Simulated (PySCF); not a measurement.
A structure optimised at PBE-D3(BJ)/def2-SVP, used in a PySCF frequency run:

```xyz
8

F      1.3062     0.7542    -1.0299
Si     0.0000     0.0000    -0.4286
F     -1.3062     0.7542    -1.0299
F      0.0000    -1.5083    -1.0299
Si     0.0000     0.0000     1.9032
H      0.0000     1.4213     2.3875
H      1.2309    -0.7106     2.3875
H     -1.2309    -0.7106     2.3875
```
Charge 0, spin multiplicity 1.

Task: Write its SMILES, formula and point group.

Result: F[Si](F)(F)[SiH3], F₃H₃Si₂, C3v

Task: What are its rotational constants (standard atomic weights)?

Result: 3.7223, 2.0087, 2.0087 GHz
